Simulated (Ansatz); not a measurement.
C3H6GeO (`[CH3][GeH]1[CH]=[C]1O`). Charge 0, multiplicity 1. Geometry: relaxed with PBE0-D4/def2-TZVP. It is one conformer, not always the lowest.

```xyz
11

C    -0.716    1.755   -0.628
Ge    0.167    0.028   -0.799
C     1.245   -0.704    0.610
C     0.056   -1.297    0.560
O    -0.617   -2.257    1.202
H    -0.873    1.976    0.427
H    -1.680    1.741   -1.139
H    -0.100    2.538   -1.071
H     0.418   -0.396   -2.257
H     2.156   -0.766    1.193
H    -0.057   -2.616    1.904
```

Problem. What is the dipole moment at B3LYP/def2-TZVPP? (Estimate.)

Solution. Ansatz gave: 1.03 D, with components (0.56, 0.57, 0.66) D in this frame, pointing from negative to positive charge.

Problem. And with PBE, r2SCAN, ωB97M-V? (Estimate.)

Solution. Computed: PBE 1.02 D, r2SCAN 1.05 D, ωB97M-V 1.03 D.

Problem. Give the Mulliken charges with B3LYP, ωB97M-V, PBE in def2-TZVPP. (An estimate is asked.)

Solution. The calculation gave: 
```json
{"atom": "C1", "B3LYP": "-0.37", "ωB97M-V": "-0.43", "PBE": "-0.37"}
{"atom": "Ge2", "B3LYP": "0.17", "ωB97M-V": "0.17", "PBE": "0.13"}
{"atom": "C3", "B3LYP": "-0.24", "ωB97M-V": "-0.24", "PBE": "-0.21"}
{"atom": "C4", "B3LYP": "0.09", "ωB97M-V": "0.06", "PBE": "0.07"}
{"atom": "O5", "B3LYP": "-0.27", "ωB97M-V": "-0.27", "PBE": "-0.23"}
{"atom": "H6", "B3LYP": "0.11", "ωB97M-V": "0.13", "PBE": "0.11"}
{"atom": "H7", "B3LYP": "0.11", "ωB97M-V": "0.13", "PBE": "0.11"}
{"atom": "H8", "B3LYP": "0.11", "ωB97M-V": "0.13", "PBE": "0.11"}
{"atom": "H9", "B3LYP": "-0.02", "ωB97M-V": "0.01", "PBE": "-0.02"}
{"atom": "H10", "B3LYP": "0.12", "ωB97M-V": "0.13", "PBE": "0.10"}
{"atom": "H11", "B3LYP": "0.19", "ωB97M-V": "0.18", "PBE": "0.19"}
```

B3LYP here is the variant with VWN-RPA as its local correlation; programs differ in this.
